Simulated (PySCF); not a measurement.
C5H11N2Si (doublet state).
Atom-mapped SMILES: `[CH2:1][Si:2]([NH2:3])([NH2:4])[CH2:5][C:6]#[C:7][CH3:8]` (hydrogens: H9, H10 on C1; H11, H12 on N3; H13, H14 on N4; H15, H16 on C5; H17, H18, H19 on C8)

Geometry (GFN2-xTB, Å), atoms numbered from 1 in this order:
```xyz
19
C5H11N2Si angstrom
C     -1.523    0.350    1.731
Si    -1.437    0.288   -0.113
N     -2.889    1.003   -0.723
N     -1.372   -1.245   -0.924
C      0.212    1.125   -0.685
C      1.365    0.360   -0.294
C      2.303   -0.308    0.046
C      3.457   -1.085    0.451
H     -2.314    0.846    2.266
H     -0.729   -0.029    2.351
H     -3.156    1.913   -0.392
H     -3.074    0.924   -1.709
H     -2.123   -1.893   -0.750
H     -0.490   -1.730   -0.894
H      0.291    2.130   -0.266
H      0.198    1.217   -1.773
H      4.167   -1.166   -0.373
H      3.953   -0.603    1.294
H      3.152   -2.088    0.751
```

The hyperfine couplings belong to this conformer and change with its torsions.

The calculation used PySCF 2.14.0, UKS B3LYP, pcH-1 on C H N Si, non-relativistic, mean-field spin-orbit, GIAO. The structure is a single GFN2-xTB conformer in the gas phase; no vibrational or solvent corrections. GFN2-xTB frequencies show an imaginary mode (27i cm⁻¹), so this geometry is no minimum at that level. The geometry wasn't refined by DFT: couplings that depend on bond lengths, twists or pyramidal angles can differ widely from those at the functional's own minimum. No stability test was run, so a lower SCF solution isn't excluded.

Q: Predict the first-order ENDOR lines of N3/N4, H9/H10, H15/H16 and H11/H12/H13/H14 under fast tumbling at B = 3361.2 mT (W band).

A: For S = 1/2 in fast tumbling each set of equivalent nuclei gives two lines, ν± = |νn ± a/2| to first order, with νn = g_N μN B/h and μN/h = 7.62259 MHz/T.

| nuclei | isotope | g_N | νn (MHz) | a_iso (MHz) | lower line (MHz) | upper line (MHz) |
| --- | --- | --- | --- | --- | --- | --- |
| N3/N4 | 14N | 0.4038 | 10.34 | 1.00 | 9.85 | 10.84 |
| H9/H10 | 1H | 5.5857 | 143.11 | -57.46 | 114.38 | 171.84 |
| H15/H16 | 1H | 5.5857 | 143.11 | 6.01 | 140.11 | 146.12 |
| H11/H12/H13/H14 | 1H | 5.5857 | 143.11 | -1.20 | 142.51 | 143.71 |

Q: Which pairs are centred on the nuclear Larmor frequency, and which on half the coupling?

A: Centred on νn, since |a| < 2νn: N3/N4, H9/H10, H15/H16 and H11/H12/H13/H14. No pair has |a| > 2νn.

Q: At what field would the lower line of N3/N4 fall to zero frequency?

A: Where νn = |a|/2, that is B = 0.50 MHz/(0.4038 × 7.62259 MHz/T) = 162 mT, as far as first order holds there.

Means are taken over nuclei equivalent by connectivity, which assumes that they swap fast. The 1H value of +6.0 MHz is a mean of couplings from 0.8 to 11.2 MHz in this one geometry, not an average over conformers.

The largest Mulliken spin population is on C1 (+1.04). The angles at C1 add up to 359.8°, so it is planar; its axial dipolar tensor and the negative couplings of its protons fit spin in a p orbital normal to that plane.
